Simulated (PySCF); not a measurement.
CH₁₁NOSi₃, SMILES C([SiH3])([SiH3])O[SiH2]N.

The structure is a stationary point at PBE0-D3(BJ)/def2-SVP. This is a generated structure with no PubChem entry under its InChIKey; it may be hypothetical. One conformer was computed; it need not be the lowest.

Method: SMD-PBE0/6-31G* (PySCF).

Solvation free energies are E(SMD) − E(gas) at the gas-phase geometry, for 1 M in both phases. In vacuum the dipole moment is 1.00 D.

**Question.** Rank water, cyclohexanone, acetone by solvation free energy, most negative first.

**Answer.** acetone (-4.5 kcal/mol), cyclohexanone (-3.3 kcal/mol), water (-0.4 kcal/mol)
